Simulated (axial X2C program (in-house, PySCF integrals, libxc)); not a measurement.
Nuclear properties of CuH⁺

Calculated with an axial X2C code built on PySCF integrals: two-component X2C with atomic mean-field Coulomb and Gaunt terms, Gaussian nuclei, basis Cu dyall-cv3z, H dyall-v3z with contracted cores.

R = 1.468 Å (near the PBE0 minimum at charge 1 of the determinant lowest at the starting distance; the state shown can have its own minimum elsewhere).

Input and command:
```json
{"zs": [29, 1], "q": 1, "bas": ["dyall-cv3z", "dyall-v3z"], "r0": 1.44, "levels": ["PBE0", "HF", "BP86", "TPSSh", "LDA"], "nst": 3}
```
```bash
python soeom.py task.json out
```

Keys: zs atomic numbers; q charge; bas basis sets; r0 starting distance in Å; levels methods; nst determinants followed.

Determinant lowest in the PBE0 search, Ω = 1/2 (⟨Sz⟩ = 0.50, ⟨Lz⟩ = 0.00 at PBE0), spin on the atoms Cu 0.34, H 0.16:

| level | Eeff magnitude (GV/cm) | Ws magnitude Cu (kHz) | A∥/gI Cu (MHz) | qzz Cu (a.u.) | A∥/gI H (MHz) | qzz H (a.u.) |
| --- | --- | --- | --- | --- | --- | --- |
| PBE0 | 1.19 | 0.886 | 2150 | 1.49 | 82.7 | 0.10 |
| BP86 | 1.16 | 0.876 | 2620 | 1.47 | 81 | 0.10 |
| TPSSh | 1.19 | 0.888 | 2230 | 1.43 | 89.1 | 0.11 |
| LDA | 1.2 | 0.916 | 2780 | 1.33 | 82.1 | 0.10 |

Determinant 1.56 eV from it at PBE0 and this distance, Ω = 5/2 (⟨Sz⟩ = 0.50, ⟨Lz⟩ = 2.00 at PBE0), spin on the atoms Cu 0.52, H -0.02:

```csv
level,Eeff magnitude (GV/cm),Ws magnitude Cu (kHz),A∥/gI Cu (MHz),qzz Cu (a.u.),A∥/gI H (MHz),qzz H (a.u.)
PBE0,0.0277,0.00486,613,-4.62,2.62,0.13
HF,0.00579,0.000625,610,-5.25,1.24,0.14
BP86,0.0331,0.00581,619,-4.35,2.82,0.13
TPSSh,0.0326,0.00556,622,-4.61,2.3,0.13
LDA,0.0227,0.00428,617,-4.30,3.2,0.12
```

Eeff is the effective electric field on the electron electric dipole moment in this Ω state and Ws the scalar–pseudoscalar constant of the nucleus named (defined with the proton number Z and per Ω); A∥ (defined per Ω) follows by multiplying with gI = μI/(I μN); qzz is the electric field gradient, eQq0 = 234.96 MHz × Q/barn × qzz. The operators were transformed with the bare-nucleus X2C matrices; with these basis sets, hyperfine constants and field gradients can be off by tens of per cent, and where levels differ in sign neither size nor sign is settled.

(1) With gI(63Cu) = 1.4824, Q(63Cu) = -0.22 barn, gI(1H) = 5.5857 (g factors from the IAEA table of nuclear moments by Stone; Q from Pyykkö, Mol. Phys. 2018), turn the PBE0 values of the first state into constants in MHz.

Each state is one determinant with collinear spin. Unrestricted Hartree–Fock can overshoot spin polarisation at the nuclei. Where Eeff spreads by more than a factor of two the levels disagree and none is to be relied on. Left out as unconverged or as another state under the same occupation: HF in at least one table. The search compared states at one distance, so a state with another bond length can lie lower. Further determinants of the search, some of them spin-mixed, are not shown. PBE0 term energies can be off by some tenths of an eV.

Answers

(1) A∥(63Cu) = 2150 × 1.4824 = 3190 MHz; eQq0(63Cu) = 234.96 × (-0.22) × (1.49) = -77 MHz; A∥(1H) = 82.7 × 5.5857 = 462 MHz.
